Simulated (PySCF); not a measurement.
Compound: C8H12ClF.
Geometry (GFN2-xTB, Å), atoms numbered from 1 in this order:
```xyz
22
C8H12ClF angstrom
F      1.129   -1.145   -2.098
C      0.402   -1.277   -0.929
C     -1.003   -0.696   -1.116
C     -1.170    0.533   -0.221
C     -0.068    1.541   -0.546
C      1.297    0.937   -0.181
C      1.125   -0.535    0.199
C      0.253   -0.664    1.445
Cl     1.148   -0.060    2.875
C     -1.052    0.114    1.248
H      0.376   -2.356   -0.732
H     -1.126   -0.417   -2.163
H     -1.759   -1.445   -0.874
H     -2.151    0.982   -0.394
H     -0.238    2.464    0.009
H     -0.106    1.782   -1.609
H      1.987    1.007   -1.021
H      1.743    1.462    0.663
H      2.103   -0.992    0.371
H      0.061   -1.719    1.658
H     -1.905   -0.502    1.538
H     -1.057    1.006    1.875
```

Definitions: NICS(0) = −σiso at the ring centroid; NICS(1) = −σiso and NICS(1)zz = −σzz at ±1 Å along the ring normal z. Level: GIAO PBE0/pcSseg-1 (PySCF, non-relativistic, gas phase) on the GFN2-xTB geometry, one conformer.

Ring bond lengths (Å), with Mayer bond orders in brackets: C2–C3 1.532 (1.00), C3–C4 1.529 (1.02), C4–C5 1.529 (1.01), C5–C6 1.536 (1.02), C6–C7 1.529 (1.01), C7–C2 1.532 (1.00); C2–C3 1.532 (1.00), C3–C4 1.529 (1.02), C4–C10 1.531 (1.01), C10–C8 1.532 (0.95), C8–C7 1.526 (0.96), C7–C2 1.532 (1.00).

Give the NICS values of each ring in ppm.

```tsv
ring	type	NICS(0)	NICS(1), two faces	NICS(1)zz, two faces	rms pucker (Å)	centre to ring atoms, mean (Å)
C2–C3–C4–C5–C6–C7	6-membered carbocycle; formal bonds all single	-4.0	-1.9 / -7.8	0.5 / -13.1	0.34	1.45
C2–C3–C4–C10–C8–C7	6-membered carbocycle; formal bonds all single	-5.7	-4.3 / -6.9	-2.5 / -11.7	0.35	1.44
```

What can be read from them?

- C2–C3–C4–C5–C6–C7: mean NICS(1)zz -6.3 ppm, shielded. C2, C3, C4, C5, C6, C7 have four or more neighbours, so the value isn't read as a sign of a π ring current. The two faces differ by 13.6 ppm, so no symmetry operation interchanges them.
- C2–C3–C4–C10–C8–C7: mean NICS(1)zz -7.1 ppm, shielded. C2, C3, C4, C7, C8, C10 have four or more neighbours, and the NICS criterion for π rings isn't applied. The two faces differ by 9.2 ppm, so no symmetry operation interchanges them.

What field does 7.05 T along the ring normal induce along that normal at the second NICS(1) probe listed for ring C2–C3–C4–C10–C8–C7, 1 Å off the ring?

NICSzz × B0 = -11.7 ppm × 7.05 T = -82 μT, against the applied field.

What are the shieldings of the ring atoms and their hydrogens in the same run (means over atoms taken as equivalent)?

```tsv
atoms	environment	σ isotropic (ppm)	principal values of the symmetric part, first atom (ppm)
C2	sp3 C–F carbon	94.8	60.3, 75.8, 148.3
C3	ring CH2 carbon	148.8	137.3, 149.1, 160.0
C4	sp3 carbon at a ring junction	158.4	151.2, 158.9, 165.1
C5	ring CH2 carbon	159.5	150.0, 159.0, 169.6
C6	ring CH2 carbon	172.4	164.1, 169.4, 183.7
C7	sp3 carbon at a ring junction	145.0	125.5, 146.9, 162.6
C8	sp3 C–Cl carbon	126.8	98.2, 120.8, 161.2
C10	ring CH2 carbon	145.8	125.1, 148.2, 164.0
H11	methine hydrogen	26.83	23.2, 26.9, 30.5
H12	methylene hydrogen	29.95	26.0, 27.6, 36.2
H13	methylene hydrogen	30.02	26.0, 27.2, 36.8
H14	methine hydrogen	30.16	25.8, 26.6, 38.1
H15	methylene hydrogen	30.09	25.6, 27.5, 37.2
H16	methylene hydrogen	30.12	26.0, 27.2, 37.2
```

The list is cut; further classes of hydrogen are left out.
